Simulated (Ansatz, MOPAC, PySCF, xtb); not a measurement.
Lewis adduct: AlH3 (SMILES [AlH3]) (first 4 atoms) with C2H6O (SMILES COC); geometry from B3LYP-D3(BJ)/def2-TZVP, rigid monomers moved along the line of their centres of mass till Al1···O6 is 3.57 Å.
(charge 0, multiplicity 1):
```xyz
13

Al     0.075    -0.212     0.652
H     -1.445    -0.380     0.199
H      0.737     1.210     0.363
H      1.015    -1.500     0.627
C      0.219    -0.874     5.149
O     -0.358     0.019     4.189
C     -1.160     1.061     4.757
H     -0.575    -1.366     5.715
H      0.870    -0.314     5.824
H      0.794    -1.606     4.591
H     -1.993     0.624     5.310
H     -1.536     1.663     3.935
H     -0.547     1.676     5.418
```

| level | interaction energy (meV) |
|---|---|
| AM1 | -43.7 |
| GFN2-xTB | -280.3 |
| HF/3-21G (no counterpoise) | -393.5 |
| HF/aug-cc-pV(D+d)Z | -213.0 |
| r2SCAN-D4/def2-TZVPPD | -228.2 |
| B3LYP/6-31G* | -192.8 |
| B3LYP/6-311+G** (no counterpoise) | -211.4 |
| B3LYP-D3(BJ)/def2-TZVPPD | -231.0 |
| PBE0-D3(BJ)/def2-TZVPPD | -231.4 |
| PBE0-D4/def2-TZVPPD | -234.0 |
| M06-2X/6-31G* (no counterpoise) | -271.9 |
| wB97M-V/def2-TZVPPD | -230.0 |
| SCS-MP2/aug-cc-pV(D+d)Z | -221.4 |
| CCSD(T)/aug-cc-pV(D+d)Z | -223.8 |

The rows run from -393.5 (HF/3-21G (no counterpoise)) to -43.7 meV (AM1).

Interaction energies are E(AB) − E(A) − E(B) at the monomers' geometry in the complex; basis-set methods are counterpoise corrected. Rows marked so take none.

Correlated levels freeze the cores. Rows in 3-21G, 6-311+G**, 6-31G* carry no dispersion term and start afresh at each structure (6-31G* with six Cartesian d functions). The state reached by AM1 isn't checked.

Run with Ansatz (a program for electronic structure) with Gaussian orbitals; MOPAC for AM1 (differences of heats of formation); PySCF for 3-21G rows, 6-311+G** rows, 6-31G* rows, the dispersion terms; xtb for the GFN methods. Each number belongs to the level named beside it.
